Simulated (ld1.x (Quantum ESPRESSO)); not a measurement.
# u(r) = r·R(r): atom against pseudo-atom (sulfur (S))

Columns: radius, all-electron u(r) and pseudo u(r) of the 2p shell (level -157.88 eV) of sulfur in the configuration [He] 2s2 2p6 3s1 3p5; LDA (PZ), scalar-relativistic, ultrasoft scheme, ld1.x (Quantum ESPRESSO) 7.5.

```csv
r (bohr),all-electron,pseudo
0.042,0.1664,0.0190
0.085,0.4918,0.0763
0.128,0.8178,0.1671
0.170,1.0778,0.2810
0.212,1.2644,0.4110
0.255,1.3827,0.5504
0.298,1.4383,0.6857
0.340,1.4449,0.8044
0.382,1.4162,0.9023
0.425,1.3608,0.9751
0.467,1.2895,1.0166
0.510,1.2057,1.0284
0.552,1.1184,1.0120
0.595,1.0271,0.9713
0.638,0.9369,0.9122
0.680,0.8516,0.8430
0.722,0.7704,0.7686
0.765,0.6924,0.6924
0.807,0.6216,0.6216
0.850,0.5548,0.5548
0.892,0.4951,0.4951
0.935,0.4396,0.4396
0.977,0.3906,0.3906
1.020,0.3454,0.3454
1.062,0.3057,0.3057
1.105,0.2694,0.2694
```

Task: How many radial nodes do the two functions have?

Result: The all-electron 2p function has n − l − 1 = 0; the pseudo-wave has 0.

Task: At about which radius was the pseudo-wave matched?

Result: 0.85 bohr. The columns agree to 0.0005 from 0.77 bohr on; several derivatives are matched, so the curves merge somewhat inside the radius.

Task: Is the pseudo-wave norm-conserving?

Result: No, it belongs to an ultrasoft set: the norm inside the radius is not constrained, and the difference is carried by the augmentation charge.
